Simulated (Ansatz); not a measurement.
Relaxation of CH3ClF2Si (8 atoms, charge 0, multiplicity 1), to a largest force component of 0.02 eV/Å in at most 40 steps.

The calculation used RKS PBE0-D4/STO-3G (Ansatz 0.2.0).

```xyz
8
Properties=species:S:1:pos:R:3:forces:R:3
Si 0.000 0.000 0.000 1.26 0.00 1.37
C 0.000 0.000 1.870 0.23 -0.01 0.11
H -1.000 -0.309 2.240 0.62 0.20 -0.07
H 0.768 -0.711 2.240 -0.51 0.49 -0.02
H 0.232 1.020 2.240 -0.13 -0.68 -0.04
Cl 2.009 0.000 -0.709 -0.41 0.00 0.05
F -0.749 1.297 -0.529 -0.53 0.93 -0.70
F -0.749 -1.297 -0.529 -0.52 -0.94 -0.70
```

Task: Where does it end, and by what steps?

Result: It converged. The force dipped under the threshold on the way, but the program's further checks kept it going. Limits of this set-up: minimal basis. After 13 steps the energy has fallen by 0.095 eV; H5 moved furthest, 0.23 Å.

```tsv
step	energy less start (eV)	largest force component (eV/Å)	accepted
0	0.0000	1.369	yes
1	-0.0766	0.657	yes
2	-0.0904	0.181	yes
3	-0.0921	0.059	yes
4	-0.0928	0.053	yes
5	-0.0939	0.019	yes
6	-0.0882	0.405	no
7	-0.0945	0.026	yes
8	-0.0936	0.188	no
9	-0.0944	0.148	no
10	-0.0947	0.008	yes
11	-0.0951	0.047	yes
12	-0.0952	0.039	yes
13	-0.0953	0.011	yes
```

```xyz
8
Properties=species:S:1:pos:R:3
Si -0.012 -0.009 0.019
C 0.008 -0.002 1.880
H -1.006 -0.092 2.282
H 0.605 -0.835 2.263
H 0.445 0.928 2.258
Cl 1.975 0.146 -0.679
F -0.854 1.229 -0.604
F -0.651 -1.365 -0.597
```

The run took 25 s on 1 thread of Arm Neoverse V2 (shared host), peak memory 0.14 GiB.
